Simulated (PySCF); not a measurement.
These are PBE-D3(BJ)/def2-TZVP // B3LYP-D3(BJ)/def2-TZVP (PySCF) values and carry that method's errors. Gas-phase values, no solvent. One relaxed conformer stands for a flexible species; it need not be the lowest. Delta-SCF ions had no search for a lower state. 

Reference species (SMILES): `OB(C)B` (neutral, multiplicity 1).

- S1 oscillator strength: 0.013
- HOMO–LUMO gap: 3.77 eV
- vertical ionisation energy (Delta-SCF): 9.76 eV
- LUMO: -2.67 eV

Changed species: `BBCO`.

Task: What does the change do to the S1 oscillator strength, HOMO–LUMO gap, vertical ionisation energy (Delta-SCF) and LUMO?

Result: the S1 oscillator strength is nearly the same; the HOMO–LUMO gap decreases by 0.48 eV, to 3.29 eV; the vertical ionisation energy (Delta-SCF) drops by 0.14 eV, to 9.62 eV; the LUMO decreases by 0.12 eV, to -2.79 eV.
